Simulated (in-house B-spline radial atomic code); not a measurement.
Inner levels of molybdenum as electrons are removed. A shift is the extra binding of the orbital against the neutral atom ([Kr] 4d5 5s1). Computed with a B-spline radial code for spherical atoms: non-relativistic Hartree-Fock, average of the configuration, point nuclei.

This level leaves out relativity, spin-orbit splitting included, which matters for heavy ions.

```tsv
ion	configuration	shift of 2s (eV)	shift of 1s (eV)	shift of 3p (eV)	radius of 2s (bohr)	radius of 1s (bohr)	radius of 3p (bohr)	Σ<r²> (bohr²)	change of density at nucleus (bohr⁻³)
Mo6+	[Ar] 3d10 4s2 4p6	87.823	86.89	86.49	0.15835	0.036296	0.43252	15.898	12.62
Mo7+	[Ar] 3d10 4s2 4p5	111.57	111.35	109.2	0.15834	0.036296	0.43273	13.932	20.879
Mo8+	[Ar] 3d10 4s2 4p4	136.37	136.99	132.83	0.15832	0.036296	0.43234	12.127	29.685
Mo9+	[Ar] 3d10 4s2 4p3	162.22	163.79	157.32	0.1583	0.036295	0.43189	10.461	39.036
Mo10+	[Ar] 3d10 4s2 4p2	189.07	191.72	182.66	0.15828	0.036294	0.43138	8.9155	48.93
Mo11+	[Ar] 3d10 4s2 4p1	216.91	220.77	208.82	0.15826	0.036294	0.43081	7.477	59.368
Mo12+	[Ar] 3d10 4s2	245.72	250.92	235.78	0.15823	0.036293	0.43019	6.1338	70.35
Mo13+	[Ar] 3d10 4s1	275.68	282.37	264.28	0.15823	0.036293	0.42936	4.9534	-14.144
Mo14+	[Ar] 3d10	306.49	314.79	293.49	0.15823	0.036292	0.4285	3.8396	-105.82
Mo15+	[Ar] 3d9	368.55	377	342.72	0.15814	0.036293	0.42362	3.5343	-83.621
Mo16+	[Ar] 3d8	432.87	441.66	393.31	0.15802	0.036294	0.4188	3.2509	-60.058
Mo17+	[Ar] 3d7	499.41	508.75	445.23	0.1579	0.036295	0.41403	2.9871	-35.136
Mo18+	[Ar] 3d6	568.14	578.26	498.46	0.15776	0.036296	0.40933	2.7411	-8.8548
Mo19+	[Ar] 3d5	639.04	650.17	552.99	0.15762	0.036297	0.40469	2.5111	18.786
Mo20+	[Ar] 3d4	712.07	724.49	608.8	0.15745	0.036298	0.40012	2.2957	47.782
Mo21+	[Ar] 3d3	787.21	801.19	665.88	0.15728	0.036299	0.39562	2.0936	78.137
Mo22+	[Ar] 3d2	864.43	880.27	724.23	0.15709	0.0363	0.39119	1.9037	109.85
Mo23+	[Ar] 3d1	943.71	961.73	783.82	0.15689	0.036301	0.38684	1.7249	142.93
Mo24+	[Ne] 3s2 3p6	1025.03	1045.55	844.66	0.15667	0.036302	0.38256	1.5565	177.37
Mo25+	[Ne] 3s2 3p5	1101.28	1132.48	904.42	0.15644	0.036297	0.37871	1.366	216.65
Mo26+	[Ne] 3s2 3p4	1178.83	1221.19	965.04	0.1562	0.036292	0.37512	1.1825	257.04
Mo27+	[Ne] 3s2 3p3	1257.67	1311.7	1026.54	0.15595	0.036286	0.3716	1.0058	298.55
Mo28+	[Ne] 3s2 3p2	1337.79	1404	1088.91	0.1557	0.036281	0.36816	0.83552	341.18
```
